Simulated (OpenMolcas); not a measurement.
V4+: moving the ligands

V4+ with 6 ligands (ammonia) in octahedral coordination (S6) at 2 Å. Ligand basis ANO-RCC-VDZP.

| Property | Result |
| --- | --- |
| Program | OpenMolcas 26.06 |
| Method | CASSCF |
| Basis | ANO-RCC-VTZP [6s5p3d2f1g] |
| Scalar Hamiltonian | DKH2, point nucleus |
| Active space | 1 electron in 5 orbitals (3d) |
| State averaging | 2S+1 = 2 even, 5 roots |
| Spin-orbit coupling | state interaction with AMFI integrals over the reference wave functions |

Runs around this geometry, states. Energies in cm-1 above the lowest state or level, χT in cm3 K/mol.

```csv
R (Å),Ground state,First state of that spin,First gap with spin-orbit (degeneracies),χT at 300 K
1.87,2S+1 = 2,266.5,"216.7 (2, 2)",0.387
2,2S+1 = 2,191.4,"149.8 (2, 2)",0.387
2.1,2S+1 = 2,138.0,"104.7 (2, 2)",0.387
```

Ligand-to-metal charge-transfer states are missing. With metal d orbitals alone the field can be off either way by tens of per cent. The least metal-like active orbital is 74 % on the metal (Löwdin) and no ligand orbital is active, so the numbers are rough (holds for R = 1.87). The least metal-like active orbital is 75 % on the metal (Löwdin) and no ligand orbital is active, so the numbers are rough (holds for R = 2). The least metal-like active orbital is 76 % on the metal (Löwdin) and no ligand orbital is active, so the numbers are rough (holds for R = 2.1). No measured value stands beside these numbers; the geometry is a model, was not optimised and need not be the one that this ion takes.

A state without a sure symmetry label is named by its multiplicity alone.
